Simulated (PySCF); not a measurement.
This PySCF input asks for the NMR shieldings of SMILES [H]/N=C\[C@@H]1C[Si@H](CF)N1, C4H9FN2Si; the geometry comes from GFN2-xTB.

```python
import basis_set_exchange as bse
import numpy as np
from pyscf import gto, dft
from pyscf.prop import nmr

atoms = """
N    -2.245986    1.490497   -0.295406
C    -2.218568    0.249884   -0.465520
C    -1.017762   -0.590754   -0.788996
C    -0.422919   -1.258678    0.469820
Si    1.256127   -0.479887   -0.009427
C     2.079519    0.854024    1.086865
F     3.129270    0.292106    1.785267
N     0.152739    0.207446   -1.135815
H    -1.333372    1.933512   -0.423012
H    -3.148779   -0.295484   -0.332769
H    -1.272254   -1.326445   -1.561051
H    -0.485336   -2.340690    0.450320
H    -0.891541   -0.902252    1.383189
H     2.279231   -1.429356   -0.457154
H     2.509963    1.660051    0.488542
H     1.411844    1.293362    1.831302
H     0.210826    0.654694   -2.036066
"""
names = dict.fromkeys(["N", "C", "Si", "F", "H"], "pcSseg-1")
basis = {el: gto.basis.parse(bse.get_basis(n, elements=[el], fmt="nwchem")) for el, n in names.items()}
mol = gto.M(atom=atoms, basis=basis, charge=0, verbose=0)
mf = dft.RKS(mol, xc="PBE0")
mf.grids.level = 2
mf.grids.alignment = dft.numint.BLKSIZE   # the property module wants whole blocks of grid points
mf.conv_tol = 1e-9
mf.kernel()

calc = nmr.RKS(mf)   # GIAO
C = mf.mo_coeff
Co = C[:, mf.mo_occ > 0]
resp = mf.gen_response(singlet=True, hermi=2)
def vind(x):   # induced exchange potential for any number of trial vectors
    d = np.einsum("pi,xij,qj->xpq", C, 2 * x.reshape(-1, C.shape[1], Co.shape[1]), Co, optimize=True)
    return np.einsum("xpq,pi,qj->xij", resp(d - d.transpose(0, 2, 1)), C, Co, optimize=True).ravel()
mo1, _ = nmr.rhf.solve_mo1(calc, with_cphf=vind)
sigma = calc.kernel(mo1)
for i, s in enumerate(sigma):   # ppm
    print("%2d %-2s %9.2f" % (i, mol.atom_pure_symbol(i), np.trace(s) / 3))
```

Question: What are the results?

Answer: 
```
 0 N     -67.77
 1 C       8.26
 2 C     127.78
 3 C     167.00
 4 Si    351.03
 5 C     106.40
 6 F     482.02
 7 N     232.38
 8 H      20.21
 9 H      23.74
10 H      27.59
11 H      29.89
12 H      30.45
13 H      25.92
14 H      26.84
15 H      26.73
16 H      31.62
```

These numbers come from an equivalent density-fitted implementation of the same equations, which agrees with the script to about 0.01 ppm for H and up to a few tenths of a ppm for heavy atoms, so last digits may differ.

Question: Turn these shieldings into chemical shifts. References, each an isolated molecule treated in the same way: NH3 for 15N (σref 267.73); 13C (σref 186.93), 29Si (σref 349.16), 1H (σref 31.72) vs TMS; CFCl3 for 19F (σref 170.95).

Answer: Averaging equivalent atoms: N 0: 335.5; N 7: 35.3; C 1: 178.7; C 5: 80.5; C 2: 59.1; C 3: 19.9; Si 4: -1.9; F 6: -311.1; H 8: 11.51; H 9: 7.98; H 13: 5.80; H 15: 4.99; H 14: 4.88; H 10: 4.13; H 11: 1.83; H 12: 1.26; H 16: 0.10 ppm. Unscaled 19F shifts against computed CFCl3 carry errors that often reach 10 to 50 ppm. Experimental scales use liquid or dissolved standards, which lie at an offset from isolated NH3 (liquid NH3: subtract about 20 ppm). Unscaled 15N shifts of sp2 nitrogen come out 20 to 40 ppm too high even then.

Size and cost of the density-fitted run: 188 basis functions, 81 s wall time on 1 thread of an Intel Xeon, shared host; peak memory 0.84 GiB.
